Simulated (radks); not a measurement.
Spherical jellium clusters: N electrons in a uniform positive sphere of charge N and radius rs N^(1/3), rs = 4.69 bohr. Calculated with a radial shooting solver with Libxc functionals: non-relativistic Kohn-Sham, LDA (Slater exchange, Perdew-Wang correlation), spin-polarised, spherical densities. Levels are named by radial order and angular momentum (1s, 1p, 1d, 2s, ...), and open shells are averaged over m.

N = 10, configuration 1s2 1p6 1d(up 2, down 0). This is the lowest configuration that the search found. Occupied and some empty levels:

level    occupation  eigenvalue (eV)  <r> (bohr)
1s up             1          -4.0202       6.643
1s down           1          -3.8634       6.489
1p up             3          -3.2219       7.834
1p down           3          -3.0264       7.800
1d up             2          -2.2073       8.846
1d down           0          -2.0037       8.899
2s up             0          -1.7051       8.075
2s down           0          -1.6063       8.198
1f up             0          -1.0696       9.973
1f down           0         -0.88205       10.15
2p up             0         -0.71644       11.04
2p down           0         -0.62661       11.34

Energy (eV): total -17.5817, kinetic 13.274, external -318.61, Hartree 157.51, exchange-correlation -31.340, background 161.58.
